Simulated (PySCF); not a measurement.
**Two-dimensional NMR puzzle**

Compound of formula C3H4F4O. Correlations simulated from computed shifts and the bond graph:

HSQC (one-bond C–H):
```
  δH     δC
5.65  117.0
3.64   52.0
```

HMBC (two and three bonds, from the bond graph):
```
  δH     δC
5.65  127.5
3.64  127.5
```

Carbons without hydrogens: δ 127.5.

PySCF calculation with geometry from PBE0-D3(BJ)/def2-TZVP and shielding tensors at B97-2/pcSseg-2 (GIAO); isolated molecule, fast rotation and ring inversion assumed for equivalent nuclei, no relativistic terms, one computed conformer.

δ = σ(ref) − σ, references computed at the same level: ¹H, ¹³C vs TMS.

Exchangeable hydrogens are left out of these lists.

**Question.** Work out the connectivity.

**Answer.** `C(OC)(F)(F)C(F)F`.

Mapped SMILES: `[CH3:1][O:2][C:3]([F:4])([F:5])[CH:6]([F:7])[F:8]`. Hydrogens are named by the atom that carries them.

δC 127.5 is C3, a fully substituted sp3 carbon bonded to 2 F and O. δC 117.0 is C6, an sp3 CH bonded to 2 F (δH 5.65). δC 52.0 is C1, a methyl carbon bonded to O (δH 3.64). HMBC from δH 5.65 reaches the proton-free carbon C3. HMBC from δH 3.64 reaches the proton-free carbon C3.

This is the structure that produced the data.

Shifts are as computed. Against solution values, carbons near 30 ppm lie about +3 ppm off and those near 130 ppm about +7 ppm. Of 1211 compounds with measured shifts, 218 miss one by over three times the rms of a fit or turn the order of signals round; such compounds aren't used in these exercises.
